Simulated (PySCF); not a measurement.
F3Ru, neutral, multiplicity 4. Atoms are numbered in the order given.

```xyz
4

Ru     0.0000     0.0000     0.1673
F      0.0000    -1.8196     0.4338
F      0.0000     0.0000    -1.6854
F      0.0000     1.8196     0.4338
```
Charge 0, spin multiplicity 4.

Geometry optimised at PBE0-D3(BJ)/def2-TZVP. The spin state was assumed, not searched. The def2 effective core potentials stand for the cores of Ru; spin–orbit coupling is left out.

All values below come from PySCF with CAM-B3LYP/def2-TZVPD.

Mulliken values depend strongly on the basis, most of all with diffuse functions as here. ESP charges are fitted to the potential on shells at 1.4 to 2.0 van der Waals radii. Atomic charges (e):

| atom | ESP fit | Mulliken | Mulliken spin |
|---|---|---|---|
| Ru1 | 1.14 | 1.78 | 2.69 |
| F2 | -0.37 | -0.60 | 0.13 |
| F3 | -0.39 | -0.58 | 0.05 |
| F4 | -0.37 | -0.60 | 0.13 |
